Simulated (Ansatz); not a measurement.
Relaxation of BH5O3Se (10 atoms, charge 0, multiplicity 1), to a largest force component of 0.03 eV/Å in at most 50 steps.

The calculation used Ansatz 0.2.0, RKS PBE/def2-SVP.

```xyz
10
Properties=species:S:1:pos:R:3:forces:R:3
B -0.530 -0.009 0.683 -0.02 0.07 -0.07
O 1.370 -0.800 -1.219 0.13 -0.10 0.00
O 0.439 -0.222 1.613 0.02 0.09 -0.03
O -1.435 -1.023 0.487 0.00 0.07 -0.02
H 0.827 -0.112 -1.648 -0.10 0.12 -0.04
Se -0.840 1.726 -0.332 0.06 -0.19 0.09
H 0.745 -1.547 -1.158 -0.01 -0.03 0.01
H 1.193 0.386 1.545 -0.08 -0.03 0.01
H -2.179 -0.781 -0.090 0.02 0.00 0.03
H 0.410 2.383 0.119 -0.01 0.01 0.02
```

Where does it end, and by what steps?

The forces met the threshold. After 18 steps the energy has fallen by 0.017 eV; H8 moved furthest, 0.33 Å.

| step | energy less start (eV) | largest force component (eV/Å) | accepted |
| --- | --- | --- | --- |
| 0 | 0.0000 | 0.187 | yes |
| 1 | 0.1033 | 2.247 | no |
| 2 | -0.0001 | 0.489 | yes |
| 3 | -0.0061 | 0.077 | yes |
| 4 | -0.0041 | 0.501 | no |
| 5 | -0.0093 | 0.073 | yes |
| 6 | -0.0118 | 0.041 | yes |
| 7 | -0.0124 | 0.104 | yes |
| 8 | -0.0129 | 0.079 | yes |
| 9 | -0.0130 | 0.100 | yes |
| 10 | -0.0139 | 0.068 | yes |
| 11 | -0.0018 | 0.748 | no |
| 12 | -0.0143 | 0.047 | yes |
| 13 | -0.0158 | 0.050 | yes |
| 14 | -0.0142 | 0.354 | no |
| 15 | -0.0164 | 0.037 | yes |
| 16 | -0.0169 | 0.162 | yes |
| 17 | -0.0174 | 0.032 | yes |
| 18 | -0.0175 | 0.023 | yes |

```xyz
10
Properties=species:S:1:pos:R:3
B -0.445 0.016 0.680
O 1.249 -1.010 -1.418
O 0.463 -0.155 1.676
O -1.253 -1.055 0.383
H 0.801 -0.196 -1.724
Se -0.775 1.737 -0.309
H 0.493 -1.556 -1.127
H 1.079 0.587 1.786
H -1.976 -0.845 -0.231
H 0.364 2.477 0.284
```

Run time: 43 s on 2 threads of Arm Neoverse V1, with other jobs on the host, peak memory 0.15 GiB.
